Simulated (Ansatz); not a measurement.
System: C2H6Mg, net charge 0, singlet state. SMILES: [CH3][Mg][CH3]
Geometry from a B3LYP-D3(BJ)/def2-TZVP (Ansatz, a first-principles code) optimisation:
```
Mg
C 1 2.0933
H 2 1.0942 1 111.79
H 2 1.0942 3 107.06 1 122.73
H 2 1.0942 3 107.06 4 114.53
C 1 2.0933 4 157.88 2 180.00
H 6 1.0942 1 111.79 4 -66.30
H 6 1.0942 7 107.06 1 -122.73
H 6 1.0942 7 107.06 8 -114.53
```

Wanted: atomisation energy (electronic, to ground-state atoms), in kJ/mol. Correlated levels leave the core frozen unless marked. Open shells are spin-unrestricted. Spin-orbit coupling is left out. Non-relativistic. The coupled-cluster limit lacks core correlation, which all-electron functionals hold. Basis-set limits of correlation are two-point, X^-3; Hartree-Fock from the larger set.

| level | program | atomisation energy (kJ/mol) | minus last row |
|---|---|---|---|
| BLYP/def2-TZVPD | Ansatz | 2918.3 | -40.0 |
| r2SCAN-D3(BJ)/def2-TZVPD | Ansatz + dftd3 | 2973.8 | 15.5 |
| CAM-B3LYP-D3(BJ)/def2-TZVPD | Ansatz + dftd3 | 2971.1 | 12.8 |
| wB97X-V/def2-TZVPD | Ansatz | 2960.1 | 1.8 |
| wB97X/def2-TZVPD | Ansatz | 2959.3 | 1.0 |
| SCS-MP2/STO-3G | Ansatz | 3430.5 | 472.2 |
| CCSD(T)/CBS(def2-TZVPPD,def2-QZVPPD) | Ansatz | 2958.3 | 0.0 |
